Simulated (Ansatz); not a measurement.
```yaml
crystal:
  periodic: [false, false, false]
  atoms:
    - {symbol: As, position_ang: [-0.237717, 1.460872, 1.699100]}
    - {symbol: As, position_ang: [-1.836075, 1.306145, 0.030884]}
    - {symbol: As, position_ang: [0.234241, -1.937256, -0.049367]}
    - {symbol: As, position_ang: [1.509569, -0.161317, 1.179039]}
    - {symbol: As, position_ang: [-1.082186, -0.406162, -1.535769]}
    - {symbol: As, position_ang: [1.412168, -0.262282, -1.323877]}
basis:
  gaussian: {orbitals: def2-TZVP, initial_orbitals: start.molden}
total_charge: 1
magnetization: {spin_polarized: true, initial_magnetization: 1}
hamiltonian: {xc: pbe0, dispersion: d4}
scf: {omitted_lower_state_checks: [starts]}
output: {orbitals: {seedname: orbitals}}
```

The file start.molden holds the orbitals of an earlier run on this structure, at another level or in another basis.

```sh
$ ansatz run in.yaml --threads 4 --pin off --events-out ev --progress --plain --max-ram 4787MiB
```

(1) Does this run fit into the memory that it is given?

Results:

(1) No. It has 288 basis functions, and Ansatz plans for 5.39 GiB where 4.67 GiB are given.
